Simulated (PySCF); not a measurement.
## Computed properties of 4,4-dichlorobut-1-yne (C4H4Cl2), SMILES C#CCC(Cl)Cl

4,4-dichlorobut-1-yne (C4H4Cl2), SMILES ClC(Cl)CC#C. Geometry: B3LYP-D3(BJ)/def2-SVP. Other conformers were not sampled. All values are computed for the isolated molecule unless a solvent is named; none is compared with measurement here.

**Structure.** All 24 harmonic modes at B3LYP-D3(BJ)/def2-SVP (PySCF) are real, so it is a minimum. With heavy atoms numbered as in [CH:1]#[C:2][CH2:3][CH:4]([Cl:5])[Cl:6], the shortest bond between them is C1–C2 at 1.210 Å and the longest C4–Cl5 at 1.798 Å.

**Vibrations.** The strongest infrared lines (harmonic, unscaled, degenerate partners summed) lie at 766 cm⁻¹ (91 km/mol, C 80 %, Cl 13 %), 3471 cm⁻¹ (72 km/mol, H 85 %, C 15 %), 668 cm⁻¹ (45 km/mol, C 62 %, Cl 23 %, H 15 %). The softest mode is at 86 cm⁻¹ and the zero-point energy is 41.9 kcal/mol.

**Electronic structure.** r2SCAN/def2-TZVP (PySCF) places the frontier levels at -7.16 and -1.33 eV, a gap of 5.83 eV, and gives a dipole moment of 1.69 D and a mean polarisability of 70.1 bohr³. PBE/def2-TZVP (PySCF) at the same geometry gives -6.91 and -1.50 eV, so its gap is 0.42 eV narrower. An orbital gap is neither the optical nor the fundamental gap.

**Excitations.** TDA-M06-2X/def2-SVPD (PySCF) has S1 at 6.00 eV (207 nm, f = 0.000, dark); the most intense of the 10 singlets computed lies at 7.90 eV (f = 0.05). T1 (TDA) is at 5.53 eV, 0.47 eV under S1. TDA-PBE/def2-SVPD (PySCF) puts S1 at 5.41 eV. No vertical singlet excitation falls in the visible range (under 3.1 eV).

**NMR.** GIAO shifts at KT2/pcSseg-1 (PySCF) (non-relativistic, atoms alike by connectivity averaged): ¹³C from 41.7 to 92.6 ppm against TMS; ¹H from 2.5 to 6.2 ppm against TMS. Without spin–orbit terms, shifts of atoms bonded to Cl or Br come out too high.

**Solvation.** SMD-B3LYP/def2-SVP (PySCF) gives -2.0 kcal/mol in water, -6.7 kcal/mol in acetonitrile, -6.4 kcal/mol in chloroform (1 M in both phases, gas-phase geometry).
